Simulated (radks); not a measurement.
Values are calculated unless marked as measured or tabulated.
Trend from Sc3+ to Zn3+: ionisation energy by Delta-SCF between NIST ground configurations, and size. Code: a radial shooting solver on a logarithmic mesh with Libxc functionals. Model: scalar-relativistic Kohn-Sham, SCAN, spin-polarised, spherical densities, finite nucleus; open shells are filled with parallel spins first; meta-GGA in the generalised Kohn-Sham scheme; Fermi nuclear charge, rms radius of each element as measured or else 0.836 A^(1/3) + 0.57 fm.

species  configuration  configuration of the ion  IE (eV)  NIST (eV)       kind  -e(HOMO) (eV)  outermost  <r> outermost (bohr)  r at 0.001 e/bohr^3 (bohr)
Sc3+              [Ar]              [Ne] 3s2 3p5   74.185     73.489       exp.    65.443 (3p)         3p                  1.13                        2.71
Ti3+          [Ar] 3d1                      [Ar]   42.918     43.267       exp.    34.705 (3d)         3d                  1.25                        2.76
V3+           [Ar] 3d2                  [Ar] 3d1   46.315     46.709       exp.    37.673 (3d)         3d                  1.17                        2.77
Cr3+          [Ar] 3d3                  [Ar] 3d2   49.519      49.16  semi-emp.    40.464 (3d)         3d                  1.09                        2.75
Mn3+          [Ar] 3d4                  [Ar] 3d3   52.570       51.2  semi-emp.    43.122 (3d)         3d                  1.03                        2.72
Fe3+          [Ar] 3d5                  [Ar] 3d4   55.505      54.91       exp.    45.674 (3d)         3d                 0.971                        2.69
Co3+          [Ar] 3d6                  [Ar] 3d5   50.665       51.3  semi-emp.    41.388 (3d)         3d                 0.963                        2.68
Ni3+          [Ar] 3d7                  [Ar] 3d6   54.253       54.9  semi-emp.    44.473 (3d)         3d                 0.911                        2.66
Cu3+          [Ar] 3d8                  [Ar] 3d7   57.606      57.38  semi-emp.    47.386 (3d)         3d                 0.863                        2.63
Zn3+          [Ar] 3d9                  [Ar] 3d8   60.795      59.57       exp.    50.172 (3d)         3d                 0.821                        2.60

Reference values: NIST Atomic Spectra Database (exp. = measured, semi-emp. = semi-empirical, theory = theoretical value adopted there). Open shells are spherical and high-spin; term and fine-structure splittings are not resolved.
